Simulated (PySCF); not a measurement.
## Partial charges of `C=C[C@H]([SiH3])[SiH2]/C=C/CF`

Compound: C6H13FSi2.
Geometry (GFN2-xTB, Å), atoms numbered from 1 in this order:
```xyz
22
C6H13FSi2 angstrom
C     -3.282   -1.781    0.240
C     -2.625   -0.801   -0.356
C     -1.386   -0.165    0.161
Si    -1.746    1.665    0.574
Si     0.031   -0.418   -1.098
C      1.597    0.396   -0.448
C      2.729   -0.243   -0.193
C      3.983    0.409    0.298
F      4.645   -0.411    1.183
H     -2.942   -2.202    1.173
H     -4.182   -2.203   -0.173
H     -2.994   -0.401   -1.293
H     -1.103   -0.665    1.093
H     -2.030    2.402   -0.660
H     -0.586    2.255    1.247
H     -2.909    1.735    1.462
H      0.263   -1.853   -1.299
H     -0.322    0.209   -2.380
H      1.572    1.467   -0.280
H      2.812   -1.311   -0.341
H      4.680    0.587   -0.532
H      3.782    1.351    0.820
```

Density: PBE0/pcSseg-1 (PySCF); schemes: Mulliken, IAO, Hirshfeld and ESP-fitted. Geometry: GFN2-xTB, one conformer, isolated molecule.

Q: Atoms with like bonding are taken together and averaged. Do the Mulliken, IAO, Hirshfeld and ESP-fitted schemes agree on where the charge is lowest?

A: The schemes don't all agree: Mulliken C3 (-0.764); IAO C3 (-0.640); Hirshfeld C3 (-0.189); ESP-fitted C1 (-0.479).

Q: At which atom do the 4 schemes differ most?

A: At C3: from -0.764 (Mulliken) to -0.189 e (Hirshfeld), 0.575 e apart.

Q: Give the atomic charges in each scheme.

A: In e; atoms taken as equivalent share a row and are averaged (×n: the atom named and its like, n in all):

```tsv
atom	environment	Mulliken	IAO	Hirshfeld	ESP-fitted
C1	terminal =CH2 carbon	-0.140	-0.336	-0.111	-0.479
C2	alkene CH carbon	-0.215	-0.129	-0.042	-0.095
C3	sp3 carbon bound to silicon	-0.764	-0.640	-0.189	-0.241
Si4	SiH3 silicon	+0.511	+0.601	+0.310	+0.316
Si5	SiH2 silicon	+0.749	+0.766	+0.334	+0.344
C6	alkene CH carbon	-0.408	-0.434	-0.142	-0.441
C7	alkene CH carbon	-0.244	-0.129	-0.038	-0.017
C8	sp3 C–F carbon	+0.226	+0.037	+0.027	+0.089
F9	alkyl fluorine	-0.343	-0.328	-0.128	-0.246
H10	vinylic hydrogen	+0.107	+0.143	+0.043	+0.190
H11	vinylic hydrogen	+0.116	+0.152	+0.045	+0.187
H12	vinylic hydrogen	+0.120	+0.140	+0.044	+0.143
H13	methine hydrogen	+0.168	+0.156	+0.044	+0.157
H14/H15/H16	Si–H hydrogen	-0.073	-0.116	-0.076	-0.081
H17	Si–H hydrogen	-0.074	-0.116	-0.075	-0.070
H18	Si–H hydrogen	-0.063	-0.126	-0.079	-0.074
H19	vinylic hydrogen	+0.125	+0.145	+0.040	+0.186
H20	vinylic hydrogen	+0.116	+0.152	+0.047	+0.131
H21	methylene hydrogen	+0.121	+0.149	+0.049	+0.075
H22	methylene hydrogen	+0.111	+0.145	+0.050	+0.086
```

Mean size of the charges over all atoms: IAO 0.235 e, Mulliken 0.225 e, ESP-fitted 0.173 e, Hirshfeld 0.094 e. Each set sums to the total charge, 0, to within 0.001 e. The ESP scheme is a least-squares fit of atom-centred charges to the potential on four shells outside the van der Waals surface, with the total charge fixed. The IAO scheme projects the occupied orbitals on a minimal set of polarised atomic orbitals and counts the electrons in each atom's part of it.

Q: How many electrons does the Mulliken scheme count on Si4?

A: Z − q = 14 − (+0.511) = 13.489.

Q: How closely do the schemes follow one another over all atoms?

A: Correlation coefficient and root-mean-square difference: IAO with Hirshfeld 0.97, 0.186 e; Mulliken with IAO 0.97, 0.079 e; Mulliken with Hirshfeld 0.92, 0.194 e; IAO with ESP-fitted 0.90, 0.148 e; Hirshfeld with ESP-fitted 0.85, 0.125 e; Mulliken with ESP-fitted 0.81, 0.179 e.

These values come from a run that also computed NMR shieldings. The run took 2.0 min (grids of density and orbitals included) on Arm Neoverse N1, one thread, shared host with 64 logical CPUs at a one-minute load of 59, and the process peaked at 1.0 GiB of memory.
